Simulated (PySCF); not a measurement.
Gas-phase reaction: ZrCl₄.H₂O + H₂O ⇌ ZrCl₂(OH)₂ + 2 HCl

Computed with PySCF and rigid-rotor harmonic-oscillator thermochemistry at 1 bar. † marks an energy on the PBE0/def2-TZVP geometry and frequencies. CCSD(T) freezes the core. All species are closed-shell singlets. B3LYP is the form with VWN-RPA correlation. Zr: scalar-relativistic def2 core potential, no spin-orbit coupling. Adducts (ZrCl₄.H₂O) have no counterpoise correction, and HF, PBE, BLYP, B3LYP and PBE0 lack dispersion. ZrCl₄.H₂O, ZrCl₂(OH)₂: computed as isolated molecules; such fragments, hydroxides, amides, oligomers or adducts are transient or little studied in the gas. CCSD(T) isn't extrapolated to the basis-set limit. The harmonic model lacks anharmonicity and excited electronic states, which grow with temperature; levels with a mode under 35 cm⁻¹ are left out. Soft modes under 120 cm⁻¹ make the harmonic entropy rough for ZrCl₄.H₂O, ZrCl₂(OH)₂.

ΔH° and ΔS° at 298 K: B3LYP/def2-TZVP† 64 kJ, 134 J/K; CCSD(T)/def2-SVP† 81 kJ, 134 J/K; HF/def2-TZVP† 67 kJ, 134 J/K; PBE0/def2-QZVP† 86 kJ, 134 J/K.

Problem. With the heat capacities included, give log10 K (1 bar) at 500, 600, 1000, 2000, 2500 K from B3LYP/def2-TZVP†, CCSD(T)/def2-SVP†, HF/def2-TZVP†, PBE0/def2-QZVP†.

Solution. 
```json
[
 {"T (K)": "500", "B3LYP/def2-TZVP†": "0.3", "CCSD(T)/def2-SVP†": "-1.4", "HF/def2-TZVP†": "0.1", "PBE0/def2-QZVP†": "-2.0"},
 {"T (K)": "600", "B3LYP/def2-TZVP†": "1.5", "CCSD(T)/def2-SVP†": "0.0", "HF/def2-TZVP†": "1.2", "PBE0/def2-QZVP†": "-0.5"},
 {"T (K)": "1000", "B3LYP/def2-TZVP†": "3.7", "CCSD(T)/def2-SVP†": "2.9", "HF/def2-TZVP†": "3.6", "PBE0/def2-QZVP†": "2.6"},
 {"T (K)": "2000", "B3LYP/def2-TZVP†": "5.4", "CCSD(T)/def2-SVP†": "5.0", "HF/def2-TZVP†": "5.4", "PBE0/def2-QZVP†": "4.8"},
 {"T (K)": "2500", "B3LYP/def2-TZVP†": "5.7", "CCSD(T)/def2-SVP†": "5.4", "HF/def2-TZVP†": "5.7", "PBE0/def2-QZVP†": "5.3"}
]
```
